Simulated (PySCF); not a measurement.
Vertical excitations of a molecule C3H4O2Si from TDA-PBE/def2-SVPD in PySCF, as energy in eV (oscillator strength): 4.73 (0.003), 5.31 (0.009), 5.45 (0.112), 5.49 (0.000), 5.57 (0.000), 5.94 (0.001), 6.17 (0.046), 6.34 (0.006), 6.58 (0.000), 6.80 (0.000). Lowest triplet (TDA): 4.17 eV. Geometry optimised at PBE0-D3(BJ)/def2-SVP. One conformer was computed; it need not be the lowest.

**Question.** Pick the molecule that these values belong to.
A. C#C[SiH2]C(=O)O
B. C=C1OC(=O)[SiH2]1
C. O=C1OC=C[SiH2]1
D. C#C[SiH2]OC=O

**Answer.** A, C#C[SiH2]C(=O)O
